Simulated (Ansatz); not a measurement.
Gas-phase electronic energies from Ansatz, PBE0-D4/def2-TZVP geometries. CBS: MP2 limit from def2 TZ/QZ plus the TZ coupled-cluster correction, frozen cores. Functionals use def2-TZVPP. One conformer a species, not always the lowest.

`C[SiH](F)N[SiH2]F` + `O[SiH2]F` → `C[SiH2]F` + `O[SiH](F)N[SiH2]F`  (redistribution)

`C[SiH](F)N[SiH2]F`:

Z-matrix (Å, degrees):
```
C
Si 1 1.850
H 1 1.094 2 110.9
H 1 1.092 2 110.8 3 119.6
H 1 1.092 2 110.7 3 -120.1
F 2 1.603 1 107.1 3 -63.2
N 2 1.719 1 111.6 3 57.6
H 2 1.481 1 114.1 3 179.0
Si 7 1.710 2 128.0 1 140.0
H 7 1.011 2 116.2 1 -39.0
F 9 1.601 7 111.7 2 -96.5
H 9 1.478 7 108.6 2 21.3
H 9 1.480 7 110.0 2 146.2
```

`O[SiH2]F`:

```xyz
6

O     1.168    0.219   -0.456
Si   -0.386   -0.060   -0.051
F    -0.942    1.089    0.906
H     1.850    0.104    0.207
H    -1.155   -0.025   -1.309
H    -0.535   -1.327    0.703
```

`C[SiH2]F`:

```xyz
8

C    -0.481   -0.733    0.448
Si    0.444    0.655   -0.360
F     0.000    0.766   -1.897
H    -0.270   -1.684   -0.046
H    -0.184   -0.821    1.497
H    -1.559   -0.559    0.414
H     0.140    1.959    0.283
H     1.909    0.417   -0.340
```

`O[SiH](F)N[SiH2]F`:

Z-matrix (Å, degrees):
```
Si
F 1 1.587
N 1 1.712 2 111.0
O 1 1.630 2 103.3 3 120.8
H 1 1.475 2 108.4 3 -117.9
Si 3 1.712 1 128.5 2 -114.9
H 3 1.013 1 115.8 2 66.3
H 4 0.958 1 117.8 2 -171.9
F 6 1.601 3 111.4 1 -94.4
H 6 1.477 3 108.9 1 23.3
H 6 1.479 3 109.7 1 148.3
```

```
             level  ΔE (kcal/mol)
           BLYP-D4            0.2
          BHLYP-D4           -0.2
              PBE0           -0.3
           r2SCANh           -0.5
             BHLYP           -0.4
         CAM-B3LYP           -0.1
   CCSD/def2-TZVPP           -0.2
CCSD(T)/def2-TZVPP           -0.1
```

(1) What does CCSD(T)/CBS give? (An estimate is asked.)

Largest T1 diagnostic among the species: 0.012.

Results:

(1) The calculation gave: -0.1 kcal/mol. The listed levels differ from it by 0.3, -0.1, -0.2, -0.4, -0.3, 0.0, -0.1, 0.0 kcal/mol.

Leaving LDA and LC-ωPBE aside and taking each functional with its dispersion term where it has one, the values, not all of them listed here, spread over 0.8 kcal/mol, from B97M-V to BLYP-D4.
